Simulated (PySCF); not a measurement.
PySCF input (TPSSh/def2-TZVPD):

```python
from pyscf import gto, scf, dft

mol = gto.M(
    atom='''
    Al   -0.00653357    0.01315504   -0.00794229
    F    -1.39024871   -0.84274989   -0.23757517
    F     0.07204872    1.54413220   -0.58607768
    O     1.32366063   -0.62215038    0.79430802
    H     1.35945132   -1.50625337    1.16166128
    ''',
    basis='def2-tzvpd',
    charge=0,
    spin=0,
    verbose=4,
)

mf = dft.RKS(mol, xc='tpssh').density_fit(auxbasis='def2-universal-jkfit')
mf.grids.level = 3
mf.conv_tol = 1e-9
mf.max_cycle = 100
mf.max_memory = 1500
mf.kernel()
if not mf.converged:
    mf = mf.newton()
    mf.kernel(mf.make_rdm1())
mf.analyze()
```

Output:

```
PySCF version 2.14.0

[INPUT] verbose = 4
[INPUT] num. atoms = 5
[INPUT] num. electrons = 40
[INPUT] charge = 0
[INPUT] spin (= nelec alpha-beta = 2S) = 0
[INPUT] symmetry False subgroup None
[INPUT] Mole.unit = angstrom
[INPUT] Symbol           X                Y                Z      unit          X                Y                Z       unit  Magmom
[INPUT]  1 Al    -0.006533570000   0.013155040000  -0.007942290000 AA   -0.012346657916   0.024859422758  -0.015008752902 Bohr   0.0
[INPUT]  2 F     -1.390248710000  -0.842749890000  -0.237575170000 AA   -2.627189306930  -1.592566483607  -0.448952005297 Bohr   0.0
[INPUT]  3 F      0.072048720000   1.544132200000  -0.586077680000 AA    0.136152348425   2.917986958122  -1.107526302920 Bohr   0.0
[INPUT]  4 O      1.323660630000  -0.622150380000   0.794308020000 AA    2.501356072569  -1.175693826494   1.501024616346 Bohr   0.0
[INPUT]  5 H      1.359451320000  -1.506253370000   1.161661280000 AA    2.568990674478  -2.846406343503   2.195221668712 Bohr   0.0

nuclear repulsion = 159.997624443302
number of shells = 62
number of NR pGTOs = 245
number of NR cGTOs = 172
basis = def2-tzvpd
ecp = {}

******** <class 'pyscf.df.df_jk.DFRKS'> ********
method = DFRKS
initial guess = minao
damping factor = 0
level_shift factor = 0
DIIS = <class 'pyscf.scf.diis.CDIIS'>
diis_start_cycle = 1
diis_space = 8
diis_damp = 0
SCF conv_tol = 1e-09
SCF conv_tol_grad = None
SCF max_cycles = 100
direct_scf = False
XC library pyscf.dft.libxc version 7.1.2
    S. Lehtola, C. Steigemann, M. J. T. Oliveira, and M. A. L. Marques,  SoftwareX 7, 1–5 (2018)
XC functionals = tpssh
    V. N. Staroverov, G. E. Scuseria, J. Tao, and J. P. Perdew,  J. Chem. Phys. 119, 12129 (2003)
radial grids:
    Treutler-Ahlrichs [JCP 102, 346 (1995); DOI:10.1063/1.469408] (M4) radial grids

becke partition: Becke, JCP 88, 2547 (1988); DOI:10.1063/1.454033
pruning grids: <function nwchem_prune>
grids dens level: 3
symmetrized grids: False
atomic radii adjust function: <function treutler_atomic_radii_adjust>
small_rho_cutoff = 0
Set gradient conv threshold to 3.16228e-05
Initial guess from minao.
tot grids = 71600
******** <class 'pyscf.df.df.DF'> ********
auxbasis = def2-universal-jkfit
init E= -518.353042362445
  HOMO = -0.45515409294402  LUMO = -0.110030559233849  gap/eV = 9.39129
cycle= 1 E= -518.053366341633  delta_E=  0.3  |g|=  1.2  |ddm|= 2.23
  HOMO = -0.161350526054566  LUMO = -0.0330527448691882  gap/eV = 3.49116
cycle= 2 E= -517.39059264682  delta_E= 0.663  |g|= 2.29  |ddm|= 2.12
  HOMO = -0.356397858803616  LUMO = -0.0638028660271246  gap/eV = 7.96192
[...]
cycle= 10 E= -518.288039966093  delta_E= -3.74e-10  |g|= 8.58e-06  |ddm|= 2.95e-05
  HOMO = -0.331777771428752  LUMO = -0.0609169910532614  gap/eV = 7.37050
Extra cycle  E= -518.288039966066  delta_E= 2.64e-11  |g|= 1.55e-05  |ddm|= 1.29e-05
converged SCF energy = -518.288039966066
**** SCF Summaries ****
Total Energy =                        -518.288039966066322
Nuclear Repulsion Energy =             159.997624443302271
One-electron Energy =                -1040.145386445333088
Two-electron Energy =                  361.859722035964580
Two-electron Coulomb Energy =          410.626376433710504
DFT Exchange-Correlation Energy =      -48.766654397745931
HOMO-LUMO gap [eV] =                     7.370497252475926
**** MO energy ****
MO #1   energy= -55.9408388661356  occ= 2
MO #2   energy= -24.5807703206905  occ= 2
MO #3   energy= -24.5792102567974  occ= 2
MO #4   energy= -19.0661905868099  occ= 2
MO #5   energy= -4.11542386507343  occ= 2
MO #6   energy= -2.66403344692295  occ= 2
MO #7   energy= -2.65726784791475  occ= 2
MO #8   energy= -2.65578629104045  occ= 2
MO #9   energy= -1.13991297320374  occ= 2
MO #10  energy= -1.13191102287337  occ= 2
MO #11  energy= -0.9792506665665   occ= 2
MO #12  energy= -0.513238366941397 occ= 2
MO #13  energy= -0.456269417367129 occ= 2
MO #14  energy= -0.430347765311372 occ= 2
MO #15  energy= -0.407122903810264 occ= 2
MO #16  energy= -0.404898483745735 occ= 2
MO #17  energy= -0.393702590433439 occ= 2
MO #18  energy= -0.386183271693409 occ= 2
MO #19  energy= -0.345044047285386 occ= 2
MO #20  energy= -0.331777771428752 occ= 2
MO #21  energy= -0.0609169910532614 occ= 0
MO #22  energy= -0.000460871701635627 occ= 0
MO #23  energy= 0.0128223678988819 occ= 0
MO #24  energy= 0.0434408037630793 occ= 0
MO #25  energy= 0.0560072998761452 occ= 0
MO #26  energy= 0.0732303599379852 occ= 0
MO #27  energy= 0.0744626117156435 occ= 0
MO #28  energy= 0.0781814351186099 occ= 0
MO #29  energy= 0.0855770858281678 occ= 0
MO #30  energy= 0.086965389182916  occ= 0
MO #31  energy= 0.0990294083794641 occ= 0
MO #32  energy= 0.123508915633589  occ= 0
MO #33  energy= 0.1331659652667    occ= 0
MO #34  energy= 0.158122142140307  occ= 0
MO #35  energy= 0.163161260610193  occ= 0
MO #36  energy= 0.174510972911997  occ= 0
MO #37  energy= 0.182387094666312  occ= 0
MO #38  energy= 0.182731952559401  occ= 0
MO #39  energy= 0.227409006846725  occ= 0
MO #40  energy= 0.238883744413639  occ= 0
MO #41  energy= 0.239281543160434  occ= 0
MO #42  energy= 0.25324111362707   occ= 0
MO #43  energy= 0.256860983524226  occ= 0
MO #44  energy= 0.263696648818461  occ= 0
MO #45  energy= 0.274582077909293  occ= 0
MO #46  energy= 0.286046191712743  occ= 0
MO #47  energy= 0.289250586295581  occ= 0
MO #48  energy= 0.300524994219916  occ= 0
MO #49  energy= 0.305557371989156  occ= 0
MO #50  energy= 0.324505338441568  occ= 0
MO #51  energy= 0.342006819681381  occ= 0
MO #52  energy= 0.370101325108595  occ= 0
MO #53  energy= 0.407506189068658  occ= 0
MO #54  energy= 0.473070508444058  occ= 0
MO #55  energy= 0.477710009166527  occ= 0
MO #56  energy= 0.495519711668664  occ= 0
MO #57  energy= 0.534210719612146  occ= 0
MO #58  energy= 0.534888338785967  occ= 0
MO #59  energy= 0.554362973598169  occ= 0
MO #60  energy= 0.562387128836741  occ= 0
MO #61  energy= 0.568128691781214  occ= 0
MO #62  energy= 0.590451226008664  occ= 0
MO #63  energy= 0.604702230017632  occ= 0
MO #64  energy= 0.614397235660708  occ= 0
MO #65  energy= 0.641474625343533  occ= 0
MO #66  energy= 0.641930103356071  occ= 0
MO #67  energy= 0.670689216861694  occ= 0
MO #68  energy= 0.694376392962792  occ= 0
MO #69  energy= 0.720597660652048  occ= 0
MO #70  energy= 0.751256486584779  occ= 0
MO #71  energy= 0.764645148929297  occ= 0
MO #72  energy= 0.795038134663411  occ= 0
MO #73  energy= 0.804923104464023  occ= 0
MO #74  energy= 0.808931784816121  occ= 0
MO #75  energy= 0.813197430901881  occ= 0
MO #76  energy= 0.830860690721043  occ= 0
MO #77  energy= 0.840382154030622  occ= 0
MO #78  energy= 0.862855152597452  occ= 0
MO #79  energy= 0.920662154727658  occ= 0
MO #80  energy= 0.951498124865141  occ= 0
MO #81  energy= 0.97283372344608   occ= 0
MO #82  energy= 0.990210776696694  occ= 0
MO #83  energy= 1.0583788419504    occ= 0
MO #84  energy= 1.09837857789941   occ= 0
MO #85  energy= 1.10748663981414   occ= 0
MO #86  energy= 1.11567838011528   occ= 0
MO #87  energy= 1.13190592725281   occ= 0
MO #88  energy= 1.13790308995616   occ= 0
MO #89  energy= 1.15778129043141   occ= 0
MO #90  energy= 1.16900310270842   occ= 0
MO #91  energy= 1.2396938785197    occ= 0
MO #92  energy= 1.28949337240183   occ= 0
MO #93  energy= 1.29230146029911   occ= 0
MO #94  energy= 1.41634814949497   occ= 0
MO #95  energy= 1.53062542930628   occ= 0
MO #96  energy= 1.61799018814731   occ= 0
MO #97  energy= 1.74230760484034   occ= 0
MO #98  energy= 1.86447079675537   occ= 0
MO #99  energy= 1.88793807514018   occ= 0
MO #100 energy= 2.06906768521313   occ= 0
MO #101 energy= 2.12366134574059   occ= 0
MO #102 energy= 2.17566612913695   occ= 0
MO #103 energy= 2.24393501576063   occ= 0
MO #104 energy= 2.26702917586727   occ= 0
MO #105 energy= 2.28464109027478   occ= 0
MO #106 energy= 2.29283810233111   occ= 0
MO #107 energy= 2.32191341649893   occ= 0
[...]
```
